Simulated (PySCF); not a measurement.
[AuCl4]- (charge -1 and singlet state).
Geometry (PBE0-D3(BJ)/def2-SVP, Å), atoms numbered from 1 in this order:
```xyz
5
AuCl4 angstrom
Au     0.0000    0.0000    0.0013
Cl     2.3196   -0.0256    0.0038
Cl     0.0258    2.3196    0.0097
Cl    -2.3196    0.0256   -0.0043
Cl    -0.0258   -2.3196   -0.0105
```

ESP-fitted charges (e) from the PBE0/pcSseg-1 (def2-TZVP on Au) density (PySCF), one withheld:

```tsv
atom	bonded to	charge
Au1	Cl2 Cl3 Cl4 Cl5	?
Cl2	Au1	-0.3628
Cl3	Au1	-0.3632
Cl4	Au1	-0.3628
Cl5	Au1	-0.3627
```

Q: What is the charge on Au1?

A: The charges add up to the total charge, -1. The others sum to -1.4515, which leaves +0.4515 e for Au1 (gold bonded to 4 Cl).

Q: Across which bond do the charges differ most?

A: Au1–Cl3: +0.4515 on Au1 against -0.3632 on Cl3, a difference of 0.8147 e (Au1–Cl2, Au1–Cl4 and Au1–Cl5 within 0.003 e of it). The lower charge is on the more electronegative element of the two (Pauling values: Cl 3.16, Au 2.54).

Q: Take the bonds between elements whose Pauling electronegativities differ by more than 0.25. In how many does the more electronegative atom carry the lower charge?

A: In 4 of 4.

The ESP scheme fits charges at the nuclei, held to the total charge, to the electrostatic potential on points at 1.4 to 2.0 times the van der Waals radii. Geometry: PBE0-D3(BJ)/def2-SVP; no solvent, vibrations or thermal averaging. Atoms past krypton carry effective core potentials; spin–orbit coupling is left out. The pcSseg-1 basis has no diffuse functions, a weakness for an anion.

These values come from a run that also computed NMR shieldings. Time: 8.8 s. Hardware: an Arm Neoverse V2 with one thread, shared host.
